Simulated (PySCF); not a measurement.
# Ionisation energy along the 34-electron series

Calculated with PySCF 2.14 and a two-component X2C-1e Hamiltonian (Gaussian nucleus, no Breit or QED terms), each ion in its own even-tempered basis scaled to its charge; GMP2 freezes [Ne] and drops the highest virtual spinors. Values in eV. NIST values: (m) measured, (s) semi-empirical, (t) theoretical.

| ion | configuration | GHF (screened spin-orbit) | GMP2 (screened spin-orbit) | NIST |
| --- | --- | --- | --- | --- |
| Pd¹²⁺ | [Ar] 3d10 4s2 4p4 | 285.47 | 286.50 | 286 ± 3 (t) |
| Ag¹³⁺ | [Ar] 3d10 4s2 4p4 | 320.56 | 321.57 | 321 ± 3 (t) |
| Cd¹⁴⁺ | [Ar] 3d10 4s2 4p4 | 357.41 | 358.38 | 358 ± 3 (t) |

Between Z = 46 and Z = 48 the GMP2 (screened spin-orbit) value grows as Z to the power 5.26.
